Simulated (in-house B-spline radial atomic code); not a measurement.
S is squeezed into an impenetrable sphere of radius R (the orbitals vanish at R). Level of theory: Dirac-Kohn-Sham LDA VWN5, spherical fractional occupations, Fermi nucleus of rms radius 3.2611 fm; calculated with a radial B-spline atomic code at the basis-set limit.

Energies in eV above the free atom in [Ne] 3s2 3p4:

```csv
R (bohr),highest level (eV),[Ne] 3s2 3p4,[Ne] 3s2 3p3 3d1,[Ne] 3s1 3p5
7.29,-6.99,0.04329,11.26,10.28
5.55,-6.38,0.5483,13.08,10.82
5.42,-6.26,0.6648,13.34,10.95
4.16,-3.64,4.527,19.2,15.12
3.76,-1.59,8.568,24.19,19.46
2.88,9.23,37.64,56,50.06
2.79,11.3,44.13,62.79,56.82
2.25,32.1,119.9,139.4,134.7
1.93,58,228,245.4,244.3
1.52,131,568.9,571.8,585.3
```

Task: Does [Ne] 3s2 3p3 3d1 fall below [Ne] 3s2 3p4 under compression?

Result: No, it stays above over the whole range.

Task: Does [Ne] 3s1 3p5 fall below [Ne] 3s2 3p4 under compression?

Result: No, it stays above over the whole range.

The highest level is first positive in the row R = 2.88 bohr, pushed up by confinement above the zero of the free ion's potential. Each configuration is held fixed and needn't be the lowest in the sphere.
